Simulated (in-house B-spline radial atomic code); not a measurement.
# B3LYP (VWN-RPA) excitations of Cs+

Method: B3LYP (VWN-RPA). Computed with an all-electron radial atomic-structure program (B-spline basis): linear response of the closed shell [Kr] 4d10 5s2 5p6 with the functional's adiabatic kernel; scalar-relativistic (spin-free one-electron X2C), finite nucleus, no spin-orbit coupling, no double excitations, S, P, D and F terms only; shells from n = 3 respond. Only terms of natural parity with L up to 3 were computed.

Spin-orbit coupling is strong here, so these LS terms don't match observed levels.

Command:
```bash
python run_td.py task.json out
```
Settings (radii: box in bohr, nucleus in fm):
```
Z                        55
electrons                54
configuration            [Kr] 4d10 5s2 5p6
hamiltonian              x2c
method                   b3lyp
box_radius               41.61
rms_radius               4.8041
intervals                74
```

Time taken, with all properties: 6.2 s on 1 thread of Arm Neoverse N1, with other jobs on the host.

The lowest states, in the order of their Tamm-Dancoff energies; the method's threshold (minus the highest occupied level) is 19.816 eV. Labels give the largest channel, * marks a mixed state, and oscillator strengths are full-response dipole values. Semilocal kernels can invert the small singlet-triplet splittings of Rydberg terms. Energies in eV:

```tsv
state	full response	Tamm-Dancoff	oscillator strength
5p → 6s 3P	13.007	13.017	-
5p → 6s 1P	13.295	13.306	0.43
5p → 5d 3P	13.634	13.666	-
5p → 5d 3F	13.712	13.771	-
5p → 5d 1F	14.495	14.502	-
5p → 6p 3S	15.252	15.260	-
5p → 6p 3D	?	?	-
5p → 6p 1D	15.455	15.459	-
5p → 6p 1S	16.064	16.127	-
5p → 5d 1P	16.191	16.394	2.35
5p → 7s 3P	17.309	17.310	-
5p → 7s 1P	17.365	17.368	0.125
5p → 6d 3P	?	?	-
5p → 6d 3F	17.786	17.792	-
5p → 6d 1F	17.874	17.875	-
5p → 7p 3S	17.913	17.915	-
5p → 7p 3D	17.946	17.947	-
5p → 7p 1D	17.969	17.970	-
5p → 7p 1S	18.136	18.155	-
```

Problem. Where does 5p → 6d 3P lie?

Solution. At 17.778 eV in full response, 17.781 eV in Tamm-Dancoff.

Problem. Where does 5p → 6p 3D lie?

Solution. At 15.379 eV in full response, 15.385 eV in Tamm-Dancoff.

Problem. How large is the singlet-triplet splitting of 5p → 6s (P terms) in Tamm-Dancoff?

Solution. 0.289 eV, from the unrounded values.

Problem. What polarisabilities and dispersion coefficient does the method give?

Solution. Dipole 16.16 bohr³, quadrupole 91.03 bohr⁵, C6 140.5 hartree·bohr⁶ for two such species.
